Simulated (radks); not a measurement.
Ce35+, configuration [Ar] 3d5 (the NIST ground configuration).

All-electron calculation, scalar-relativistic Kohn-Sham, exchange-only LDA, spin-polarised, spherical densities, point nucleus; open shells are filled with parallel spins first (spin-orbit coupling, left out, can overturn this in heavy ions). Program: a radial shooting solver on a logarithmic mesh with Libxc functionals.

Energy parts (eV):
total: -217420.33
kinetic: 231716.91
electron-nucleus: -486588.52
Hartree: 41350.75
exchange: -3899.46

Orbitals (lengths in bohr, moments of r in powers of bohr):
| orbital | occ. | eigenvalue (eV) | <r^2> | <1/r> |
|---|---|---|---|---|
| 1s up | 1 | -41897.33 | 0.0008219 | 63.30 |
| 1s down | 1 | -41896.78 | 0.0008218 | 63.30 |
| 2s up | 1 | -8077.139 | 0.01294 | 14.66 |
| 2s down | 1 | -8058.013 | 0.01291 | 14.68 |
| 2p up | 3 | -7415.261 | 0.01029 | 13.88 |
| 2p down | 3 | -7400.228 | 0.01025 | 13.90 |
| 3s up | 1 | -2823.188 | 0.07983 | 5.635 |
| 3s down | 1 | -2802.162 | 0.08030 | 5.609 |
| 3p up | 3 | -2614.799 | 0.07776 | 5.373 |
| 3p down | 3 | -2593.307 | 0.07830 | 5.347 |
| 3d up | 5 | -2348.801 | 0.06250 | 5.128 |
| 3d down | 0 | -2322.763 | 0.06313 | 5.110 |

The highest occupied level is 3d up at -2348.8 eV. Summed over all electrons, <r^2> = 1.030 bohr^2, which gives a Langevin (diamagnetic) susceptibility term of -0.816 x 10^-6 cm^3/mol. Spin moment in Bohr magnetons: 5. For comparison, the ionisation energy in NIST's Atomic Spectra Database is 2378 eV (theoretical). In exact Kohn-Sham theory the highest level is minus the ionisation energy, but local and semilocal functionals leave it too shallow, through self-interaction and a potential that decays too fast; potentials with the right tail come closer. The density falls to 0.001 e/bohr^3 at r = 0.81 bohr.
